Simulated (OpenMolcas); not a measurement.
Cr4+ (d2) in a complex was computed by SS-CASPT2, IPEA 0.25 Eh, imaginary shift 0.1 Eh with the d shell active (OpenMolcas, ANO-RCC-VDZP on the metal). Its lowest spin-free states, and all those of the highest spin:

```json
{"2S+1": "3", "Degeneracy": "1", "E (cm-1)": "0"}
{"2S+1": "3", "Degeneracy": "2", "E (cm-1)": "1250"}
{"2S+1": "1", "Degeneracy": "1", "E (cm-1)": "10540"}
{"2S+1": "1", "Degeneracy": "1", "E (cm-1)": "10970"}
{"2S+1": "1", "Degeneracy": "2", "E (cm-1)": "12220"}
{"2S+1": "1", "Degeneracy": "1", "E (cm-1)": "12730"}
{"2S+1": "3", "Degeneracy": "1", "E (cm-1)": "19260"}
{"2S+1": "3", "Degeneracy": "2", "E (cm-1)": "21340"}
{"2S+1": "1", "Degeneracy": "1", "E (cm-1)": "25370"}
{"2S+1": "3", "Degeneracy": "2", "E (cm-1)": "29890"}
{"2S+1": "1", "Degeneracy": "2", "E (cm-1)": "30260"}
{"2S+1": "1", "Degeneracy": "1", "E (cm-1)": "30770"}
{"2S+1": "3", "Degeneracy": "1", "E (cm-1)": "35600"}
{"2S+1": "3", "Degeneracy": "1", "E (cm-1)": "43450"}
```

Q: Is the site octahedral, tetrahedral or cube-like, axial, or of lower symmetry?

A: The states with 2S+1 = 3 have orbital degeneracies 1, 2, 1, 2, 2, 1, 1. There are pairs but no triples, so the site is axial: not cubic, but with a proper or improper axis of order three or more. The run had Cr4+ with 6 ligands (fluoride) in tetragonal octahedral coordination (D4h) at 1.86 Å, the axial distance 2.009 Å. A charge of +0.333 e stands 3.2 Å behind each ligand. Ligand basis ANO-RCC-VDZP.

Over all roots computed the reference weight is 0.68 to 0.70; a low but even weight reflects the number of correlated electrons. The least metal-like active orbital is 80 % on the metal (Löwdin) and no ligand orbital is active, so the numbers are rough. Ligand-to-metal charge-transfer states are missing. With no ligand orbital active B as a rule stays too high, so bands that hang on it stand too high and its fall with covalency is understated. With one d shell and no ligand orbital active, 10Dq can be off by a tenth or more. No measured value stands beside these numbers; the geometry was imposed, not optimised, and the real ion may take another.
